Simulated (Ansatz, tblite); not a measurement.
Removing an electron: SiCl(NHMe)3 (C₃H₁₂ClN₃Si). The state is a singlet with charge 0. Geometry: r2SCAN-D4/def2-SVP. Ansatz, gas phase; energy differences of separate SCF runs; the oxidised species was run as a doublet alone.

```xyz
20

Si    0.017   -0.016   -0.023
Cl    0.475   -0.115   -2.086
N     0.451    1.543    0.534
C     1.598    2.329    0.126
H    -0.270    2.060    1.030
H     2.159    2.727    0.991
H     2.290    1.700   -0.454
H     1.326    3.183   -0.522
N     0.904   -1.245    0.778
C     1.149   -2.583    0.276
H     1.567   -0.928    1.480
H     1.096   -3.338    1.081
H     0.382   -2.846   -0.469
H     2.130   -2.690   -0.226
N    -1.666   -0.269    0.181
C    -2.707    0.272   -0.671
H    -1.933   -1.101    0.700
H    -3.609    0.538   -0.091
H    -2.347    1.195   -1.154
H    -3.015   -0.416   -1.483
```

The xTB rows come from tblite. HOMO above LUMO, or a gap near zero within one spin, warns that the state may not be the lowest or that an electron is smeared out.

**Question.** Estimate orbital energies and vertical ionisation energies at: GFN1-xTB; GFN2-xTB; PBE-D4/def2-TZVP; PBE0-D4/def2-TZVP.

**Answer.** 
| level | −HOMO (eV) | vertical IE (eV) | −LUMO (eV) | HOMO–LUMO gap (eV) | remarks |
| --- | --- | --- | --- | --- | --- |
| GFN1-xTB | 10.40 | 12.95 | 3.58 | 6.81 | – |
| GFN2-xTB | 9.96 | 12.47 | 3.76 | 6.19 | – |
| PBE-D4/def2-TZVP | 5.44 | 7.98 | 0.01 | 5.43 | gap within one spin near zero (+1 doublet) |
| PBE0-D4/def2-TZVP | 6.82 | 8.54 | -0.82 | 7.64 | – |

Relaxing the oxidised species (r2SCAN-D4/def2-SVP) changes its energy by -0.49 eV at PBE-D4/def2-TZVP, so the adiabatic ionisation energy to this nearest minimum is 7.49 eV. At PBE0-D4/def2-TZVP it is 7.93 eV.    Raw xTB energy differences between charge states are shifted by several eV; the methods need an empirical correction for them.
